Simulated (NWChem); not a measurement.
All runs are NWChem calculations. System: As (-1), charge -1, spin multiplicity 3. Its SCF solution wasn't tested for a lower state. Level: UHF/def2-TZVPD.

The NWChem input:

```
start mol
memory heap 200 mb stack 900 mb global 1100 mb
charge -1
geometry units angstroms nocenter noautoz
  As     0.000000     0.000000     0.000000
  symmetry group D2h
end
basis spherical
  * library def2-tzvpd
end
scf
  uhf
  nopen 2
  maxiter 100
  thresh 1e-7
  semidirect memsize 60000000 filesize 0
  # guess.movecs holds the orbitals of an unrestricted PBE0 run
  vectors input guess.movecs output mol.movecs
end
task scf energy
```

Part of the output:

```
             Northwest Computational Chemistry Package (NWChem) 7.3.0
             --------------------------------------------------------

                                NWChem Input Module
                                -------------------

 Scaling coordinates for geometry "geometry" by  1.889725989
 (inverse scale =  0.529177249)

                             Geometry "geometry" -> ""
                             -------------------------

 Output coordinates in angstroms (scale by  1.889725989 to convert to a.u.)

  No.       Tag          Charge          X              Y              Z
 ---- ---------------- ---------- -------------- -------------- --------------
    1 As                  33.0000     0.00000000     0.00000000     0.00000000

 Effective nuclear repulsion energy (a.u.)       0.0000000000

            Nuclear Dipole moment (a.u.)
            ----------------------------
        X                 Y               Z
 ---------------- ---------------- ----------------
     0.0000000000     0.0000000000     0.0000000000

      Symmetry information
      --------------------

 Group name             D2h
 Group number             26
 Group order               8
 No. of unique centers     1

      Symmetry unique atoms

     1


 Summary of "ao basis" -> "" (spherical)
 ------------------------------------------------------------------------------
       Tag                 Description            Shells   Functions and Types
 ---------------- ------------------------------  ------  ---------------------
 *                         def2-tzvpd                 on all atoms

 Summary of "ao basis" -> "ao basis" (spherical)
 ------------------------------------------------------------------------------
       Tag                 Description            Shells   Functions and Types
 ---------------- ------------------------------  ------  ---------------------
 As                        def2-tzvpd               18       54   7s5p5d1f

                                 NWChem SCF Module
                                 -----------------

  ao basis        = "ao basis"
  functions       =    54
  atoms           =     1
  alpha electrons =    18
  beta  electrons =    16
  charge          =  -1.00
  wavefunction    = UHF
  use symmetry    = T
  symmetry adapt  = T

 Summary of "ao basis" -> "ao basis" (spherical)
 ------------------------------------------------------------------------------
       Tag                 Description            Shells   Functions and Types
 ---------------- ------------------------------  ------  ---------------------
 As                        def2-tzvpd               18       54   7s5p5d1f

      Symmetry analysis of basis
      --------------------------

        ag         17
        au          1
        b1g         5
        b1u         7
        b2g         5
        b2u         7
        b3g         5
        b3u         7

 Forming initial guess at       0.0s

   Symmetry analysis of molecular orbitals - initial alpha
   -------------------------------------------------------

  Numbering of irreducible representations:

     1 ag          2 au          3 b1g         4 b1u         5 b2g
     6 b2u         7 b3g         8 b3u

  Orbital symmetries:

     1 ag          2 ag          3 b2u         4 b3u         5 b1u
     6 ag          7 b2u         8 b3u         9 b1u        10 ag
    11 b1g        12 b3g        13 b2g        14 ag         15 ag
    16 b2u        17 b3u        18 b1u        19 ag         20 ag
[...]
    22      0.660246  1 As pz                19      0.402289  1 As pz
    13     -0.267710  1 As pz

 Vector   19  Occ=0.000000D+00  E= 2.957776D-01  Symmetry=ag
              MO Center= -1.2D-19, -2.8D-17,  5.7D-17, r^2= 8.1D+00
   Bfn.  Coefficient  Atom+Function         Bfn.  Coefficient  Atom+Function
  ----- ------------  ---------------      ----- ------------  ---------------
     7     -2.230057  1 As s                  6      2.039438  1 As s
     5     -0.164311  1 As s

 Vector   20  Occ=0.000000D+00  E= 3.555997D-01  Symmetry=ag
              MO Center=  9.5D-27, -9.4D-27,  1.4D-31, r^2= 8.3D+00
   Bfn.  Coefficient  Atom+Function         Bfn.  Coefficient  Atom+Function
  ----- ------------  ---------------      ----- ------------  ---------------
    47      1.196558  1 As d  2              42     -0.360421  1 As d  2
    37      0.216177  1 As d  2

 Vector   21  Occ=0.000000D+00  E= 3.555997D-01  Symmetry=b1g
              MO Center= -2.9D-30,  2.1D-30, -1.7D-30, r^2= 8.3D+00
   Bfn.  Coefficient  Atom+Function         Bfn.  Coefficient  Atom+Function
  ----- ------------  ---------------      ----- ------------  ---------------
    43      1.196558  1 As d -2              38     -0.360421  1 As d -2
    33      0.216177  1 As d -2

                     UHF Final Beta Molecular Orbital Analysis
                     -----------------------------------------

 Vector   14  Occ=1.000000D+00  E=-1.796160D+00  Symmetry=ag
              MO Center=  1.1D-16,  1.1D-16, -7.0D-16, r^2= 1.6D-01
   Bfn.  Coefficient  Atom+Function         Bfn.  Coefficient  Atom+Function
  ----- ------------  ---------------      ----- ------------  ---------------
    25      0.909299  1 As d  0              30      0.190209  1 As d  0

 Vector   15  Occ=1.000000D+00  E=-3.257733D-01  Symmetry=ag
              MO Center= -2.7D-16, -2.6D-16,  9.3D-15, r^2= 1.5D+00
   Bfn.  Coefficient  Atom+Function         Bfn.  Coefficient  Atom+Function
  ----- ------------  ---------------      ----- ------------  ---------------
     5      0.613505  1 As s                  6      0.502042  1 As s
     4     -0.349995  1 As s                  3     -0.243905  1 As s

 Vector   16  Occ=1.000000D+00  E=-3.027611D-03  Symmetry=b1u
              MO Center= -1.1D-15,  1.1D-15, -8.7D-15, r^2= 2.5D+00
   Bfn.  Coefficient  Atom+Function         Bfn.  Coefficient  Atom+Function
  ----- ------------  ---------------      ----- ------------  ---------------
    22      0.679719  1 As pz                19      0.376889  1 As pz
    13     -0.265705  1 As pz

 Vector   17  Occ=0.000000D+00  E= 2.970052D-01  Symmetry=b2u
              MO Center= -1.6D-18, -9.2D-16, -2.3D-24, r^2= 3.0D+00
   Bfn.  Coefficient  Atom+Function         Bfn.  Coefficient  Atom+Function
  ----- ------------  ---------------      ----- ------------  ---------------
    21      0.850205  1 As py                12     -0.222893  1 As py
    18      0.166640  1 As py

 Vector   18  Occ=0.000000D+00  E= 2.970052D-01  Symmetry=b3u
              MO Center= -9.2D-16,  3.1D-18, -2.3D-24, r^2= 3.0D+00
   Bfn.  Coefficient  Atom+Function         Bfn.  Coefficient  Atom+Function
  ----- ------------  ---------------      ----- ------------  ---------------
    20      0.850205  1 As px                11     -0.222893  1 As px
    17      0.166640  1 As px

 Vector   19  Occ=0.000000D+00  E= 3.127402D-01  Symmetry=ag
              MO Center= -1.2D-16, -1.2D-16,  1.0D-18, r^2= 8.2D+00
   Bfn.  Coefficient  Atom+Function         Bfn.  Coefficient  Atom+Function
  ----- ------------  ---------------      ----- ------------  ---------------
     7     -2.283091  1 As s                  6      2.149219  1 As s
     5     -0.239226  1 As s

 center of mass
 --------------
 x =   0.00000000 y =   0.00000000 z =   0.00000000

 moments of inertia (a.u.)
 ------------------
           0.000000000000           0.000000000000           0.000000000000
           0.000000000000           0.000000000000           0.000000000000
           0.000000000000           0.000000000000           0.000000000000

  Mulliken analysis of the total density
  --------------------------------------

    Atom       Charge   Shell Charges
 -----------   ------   -------------------------------------------------------
    1 As  33    34.00   2.00  2.00  1.17  0.78  0.93  0.98  0.13  5.99  5.76  0.40  1.42  2.42  8.94  1.07 -0.03  0.03 -0.00  0.00

  Mulliken analysis of the alpha density
  --------------------------------------

    Atom       Charge   Shell Charges
 -----------   ------   -------------------------------------------------------
    1 As  33    18.00   1.00  1.00  0.58  0.39  0.45  0.52  0.05  3.00  2.89  0.22  1.11  1.78  4.46  0.54 -0.01  0.01 -0.00  0.00

   Mulliken analysis of the beta density
   -------------------------------------

    Atom       Charge   Shell Charges
 -----------   ------   -------------------------------------------------------
    1 As  33    16.00   1.00  1.00  0.58  0.39  0.48  0.46  0.08  3.00  2.87  0.17  0.32  0.64  4.48  0.53 -0.02  0.01 -0.00  0.00

   Mulliken analysis of the spin density
   -------------------------------------

    Atom       Charge   Shell Charges
 -----------   ------   -------------------------------------------------------
    1 As  33     2.00  -0.00 -0.00 -0.00 -0.00 -0.03  0.06 -0.03  0.00  0.02  0.05  0.79  1.14 -0.02  0.01  0.01  0.00 -0.00  0.00

       Multipole analysis of the density wrt the origin
       ------------------------------------------------

     L   x y z        total         alpha         beta         nuclear
     -   - - -        -----         -----         ----         -------
     0   0 0 0     -1.000000    -18.000000    -16.000000     33.000000

     1   1 0 0      0.000000      0.000000      0.000000      0.000000
     1   0 1 0     -0.000000     -0.000000      0.000000      0.000000
     1   0 0 1     -0.000000     -0.000000      0.000000      0.000000

     2   2 0 0    -16.780254    -11.827284     -4.952970      0.000000
     2   1 1 0      0.000000      0.000000     -0.000000      0.000000
     2   1 0 1      0.000000      0.000000      0.000000      0.000000
     2   0 2 0    -16.780254    -11.827284     -4.952970      0.000000
     2   0 1 1      0.000000      0.000000     -0.000000      0.000000
     2   0 0 2    -20.436385    -11.558074     -8.878310      0.000000

 Task  times  cpu:        0.5s     wall:        0.5s

 Total times  cpu:        0.5s     wall:        0.5s
```
